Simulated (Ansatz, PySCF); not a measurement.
This PySCF input computes a PBE0/def2-TZVPD energy:

```python
from pyscf import gto, scf, dft

mol = gto.M(
    atom='''
    Bi    0.00000000   -0.00000000   -0.00000000
    H    -0.00119215   -0.01758481    1.86604734
    H     0.00119215    0.01758481   -1.86604734
    H     1.79921888   -0.00095285    0.00114048
    H    -0.89879359    1.55857681    0.01411314
    H    -0.90042529   -1.55762396   -0.01525362
    ''',
    basis='def2-tzvpd',
    ecp='def2-tzvp',
    charge=0,
    spin=0,
    verbose=4,
)

mf = dft.RKS(mol, xc='pbe0').density_fit(auxbasis='def2-universal-jkfit')
mf.grids.level = 3
mf.conv_tol = 1e-9
mf.max_cycle = 100
mf.max_memory = 1500
mf.kernel()
if not mf.converged:
    mf = mf.newton()
    mf.kernel(mf.make_rdm1())
mf.analyze()
```

Question: Write an input for the same energy in Ansatz (a quantum-chemistry and plane-wave program) and say what it gives.

Answer: 
Ansatz 0.2 input:
```yaml
crystal:
  periodic: [false, false, false]
  atoms:
    - {symbol: Bi, position_ang: [0.00000000, -0.00000000, -0.00000000]}
    - {symbol: H, position_ang: [-0.00119215, -0.01758481, 1.86604734]}
    - {symbol: H, position_ang: [0.00119215, 0.01758481, -1.86604734]}
    - {symbol: H, position_ang: [1.79921888, -0.00095285, 0.00114048]}
    - {symbol: H, position_ang: [-0.89879359, 1.55857681, 0.01411314]}
    - {symbol: H, position_ang: [-0.90042529, -1.55762396, -0.01525362]}
basis:
  gaussian:
    orbitals: def2-TZVPD
hamiltonian:
  xc: {name: PBE0}
output: {forces: true}
```
It gives -217.44924 Eh, and PySCF -217.44927 Eh, a difference of 0.03 mEh, from the treatment of integrals and grids.
